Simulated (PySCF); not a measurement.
An excited-state job on `C=C([C+](C)C)C(F)F`.

Method: TDDFT PBE0/def2-SVPD, vertical, gas phase, core orbitals frozen in the response (PySCF 2.14.0, density-fitted response routines). Geometry: GFN2-xTB. The input is one job of a driver script: a line of settings, then coordinates in Å.

Command:
```bash
OMP_NUM_THREADS=1 python probes_run.py task.json out
```

Input:
```
{"job": {"kind": "uv", "xc": "PBE0", "basis": "def2-SVPD", "nstates": 8, "ntriplets": 3}, "charge": 1, "multiplicity": 1}
C      1.264320    -0.968921     1.230552
C      0.749263    -0.336968     0.159588
C     -0.622800     0.097644     0.090391
C     -1.650401    -0.535666     0.900661
C     -1.001409     1.168408    -0.803155
C      1.682766     0.035189    -0.992297
F      1.962065     1.355655    -0.943867
F      1.083629    -0.191403    -2.179241
H      2.309195    -1.234107     1.275182
H      0.685143    -1.184478     2.114132
H     -1.890441     0.134023     1.737351
H     -1.375133    -1.505865     1.303148
H     -2.587997    -0.606792     0.344194
H     -2.009666     1.535160    -0.624923
H     -0.276473     1.988121    -0.818611
H     -0.957026     0.787199    -1.836784
H      2.627967    -0.525169    -0.966230
```

Output:
```
coarse grid: 14272 points
cycle   1  E = -432.4915361532  dE =  1.247e+00  |g| = 6.976e-01  |ddm| = 8.501e+00
cycle   2  E = -432.4023464222  dE =  8.919e-02  |g| = 1.013e+00  |ddm| = 3.057e+00
cycle   3  E = -432.5853855718  dE = -1.830e-01  |g| = 8.745e-02  |ddm| = 1.752e+00
cycle   4  E = -432.5865212782  dE = -1.136e-03  |g| = 5.061e-02  |ddm| = 3.094e-01
cycle   5  E = -432.5871473595  dE = -6.261e-04  |g| = 1.636e-02  |ddm| = 1.567e-01
cycle   6  E = -432.5872096307  dE = -6.227e-05  |g| = 3.161e-03  |ddm| = 4.262e-02
cycle   7  E = -432.5872118684  dE = -2.238e-06  |g| = 7.142e-04  |ddm| = 7.963e-03
final grid: 138808 points
cycle   8  E = -432.6484583374  dE = -6.553e-05  |g| = 7.265e-03  |ddm| = 2.558e-01
cycle   9  E = -432.6484561653  dE =  2.172e-06  |g| = 8.401e-03  |ddm| = 4.374e-02
cycle  10  E = -432.6484711588  dE = -1.499e-05  |g| = 1.260e-03  |ddm| = 1.639e-02
cycle  11  E = -432.6484714294  dE = -2.707e-07  |g| = 1.941e-04  |ddm| = 1.975e-03
cycle  12  E = -432.6484714364  dE = -7.001e-09  |g| = 4.928e-05  |ddm| = 6.592e-04
cycle  13  E = -432.6484714369  dE = -4.142e-10  |g| = 2.854e-05  |ddm| = 1.703e-04
converged SCF energy = -432.6484714369

Static polarisability (au): isotropic 71.241, principal 50.238 74.298 89.189

Singlet excitations
state   eV       nm        f      main configurations
  1   4.0482    306.3   0.00411   H-1->L 0.69, H->L 0.29
  2   4.7850    259.1   0.21843   H->L 0.67, H-1->L 0.29
  3   5.5042    225.3   0.00389   H-2->L 0.55, H-5->L 0.22, H-3->L 0.11
  4   5.7585    215.3   0.01123   H-6->L 0.49, H-3->L 0.26, H-5->L 0.14
  5   5.8684    211.3   0.00436   H-4->L 0.41, H-3->L 0.28, H-6->L 0.11
  6   6.0187    206.0   0.01726   H-3->L 0.34, H-4->L 0.32, H-2->L 0.20
  7   6.2736    197.6   0.07525   H-5->L 0.41, H-6->L 0.27, H-4->L 0.22
  8   6.8075    182.1   0.02727   H-8->L 0.93

Triplet excitations (Tamm-Dancoff, eV): 2.8349 3.8789 5.1019
```

The SCF starts on a coarse grid where the log names one; the energy can jump when the final grid takes over, and dE then counts from the start density on the new grid. H and L stand for HOMO and LUMO; the number after each pair is its weight.

Task: Give S1 in cm⁻¹ and kJ/mol.

Result: 4.0482 eV × 8065.54 = 32651 cm⁻¹; × 96.485 = 390.6 kJ/mol.

Main results: HOMO -14.23 eV, LUMO -8.93 eV; lowest singlet 4.05 eV; lowest triplet 2.83 eV (Tamm–Dancoff); mean polarisability 71.2 au.

Hardware: one thread, Arm Neoverse V1, on a shared host. Cost: 42 s wall.

One conformer stands for the species.
Labels such as C1 count atoms from 1, the log's own numbers from 0.
